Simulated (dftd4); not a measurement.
C2F6, charge -1, doublet, at the geometry of the source list (a state made from the parent by changing its charge; the spin is typed, not shown lowest); D4 for b97d (dftd4).

Here is a job for dftd4.
```
$ dftd4 mol.xyz --func b97d --charge -1 --json dftd4.json --noedisp --grad

# file mol.xyz
8

F      1.39660000    -0.29340000    -1.02660000
C      0.76480000    -0.07020000     0.11950000
F      1.25550000     1.03900000     0.65930000
F      1.01660000    -1.08260000     0.94070000
C     -0.76480000     0.07020000    -0.11950000
F     -1.01670000     1.08270000    -0.94060000
F     -1.25550000    -1.03900000    -0.65940000
F     -1.39660000     0.29330000     1.02660000
```

Question: Write the output that dftd4 gives for this input, abridged.

Answer: 
```
                    ____  _____ _____     ____  _  _
      -------------|  _ \|  ___|_   _|---|  _ \| || |------------
     |             | | | | |_    | | ___ | | | | || |_           |
     |             | |_| |  _|   | ||___|| |_| |__   _|          |
     |             |____/|_|     |_|     |____/   |_|            |
     |             ===================================           |
     |            E. Caldeweyher, S. Ehlert & S. Grimme          |
     |          Mulliken Center for Theoretical Chemistry        |
     |                    University of Bonn                     |
      -----------------------------------------------------------

Rational (Becke-Johnson) damping: b97d-D4-ATM
---------------------
  s6         1.0000
  s8         1.6946
  s9         1.0000
  a1         0.2890
  a2         4.1341
 alp        16.0000
--------------------

Dispersion energy:      -2.4608331274247E-02 Eh

Gradient norm:           3.0571011806421E-03 Eh/a0
--------------------------------------------------
     #    Z           dE/dx      dE/dy      dE/dz
--------------------------------------------------
     1    9 F     1.048E-03 -1.957E-04 -5.861E-04
     2    6 C     4.758E-04 -4.371E-05  7.439E-05
     3    9 F     9.629E-04  6.069E-04  4.294E-04
     4    9 F     8.189E-04 -6.710E-04  5.989E-04
     5    6 C    -4.757E-04  4.369E-05 -7.437E-05
     6    9 F    -8.190E-04  6.711E-04 -5.988E-04
     7    9 F    -9.629E-04 -6.069E-04 -4.295E-04
     8    9 F    -1.048E-03  1.956E-04  5.861E-04
--------------------------------------------------

Virial:
--------------------------------------------------
      component           x          y          z
--------------------------------------------------
          x       1.462E-02 -8.580E-04  1.460E-03
          y      -8.580E-04  5.357E-03 -1.340E-04
          z       1.460E-03 -1.340E-04  5.507E-03
--------------------------------------------------

[Info] Dispersion results written to 'dftd4.txt'
[Info] JSON dump of results written to 'dftd4.json'
```
